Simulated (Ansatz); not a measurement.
`O[SiH2][SiH](S)Cl` + H₂O → `O[SiH2][SiH](O)S` + HCl  (formal hydrolysis of the Si–Cl bond)

Computed with Ansatz on PBE0-D4/def2-TZVP structures; ΔE is electronic, products minus reactants. CBS: MP2 limit from def2 TZ/QZ plus the TZ coupled-cluster correction, frozen cores. This one scheme is used for every species. DFT in def2-TZVPP. B3LYP here is the variant with VWN-RPA as its local correlation; programs differ in this. One conformer a species, not always the lowest.

| level | ΔE (kJ/mol) | difference from CCSD(T)/CBS |
| --- | --- | --- |
| PBE0-D4 | 11.5 | 3.3 |
| B3LYP-D4 | 4.7 | -3.5 |
| ωB97M-V | 5.4 | -2.8 |
| PBE0 | 9.1 | 0.9 |
| CCSD/def2-TZVPP | -0.2 | -8.4 |
| HF/def2-QZVPP | -3.8 | -12.0 |
| MP2/def2-QZVPP | 10.0 | 1.8 |
| SCS-MP2/def2-QZVPP | 5.6 | -2.6 |
| HF/CBS(def2) | -3.9 | -12.1 |
| CCSD/CBS(def2) | 6.5 | -1.7 |
| CCSD(T)/CBS | 8.2 | 0 |

Largest T1 diagnostic among the species: 0.012.

In def2-TZVPP, CCSD(T) changes the Hartree–Fock value by +5.2 kJ/mol (the triples alone add +1.7 kJ/mol) and MP2 by +9.9 kJ/mol. The D4 term adds +4.6 kJ/mol with B3LYP and +2.5 kJ/mol with PBE0; it sums over pairs of atoms, weighted by their polarisabilities, and B3LYP, whose exchange is more repulsive, gets the larger term.
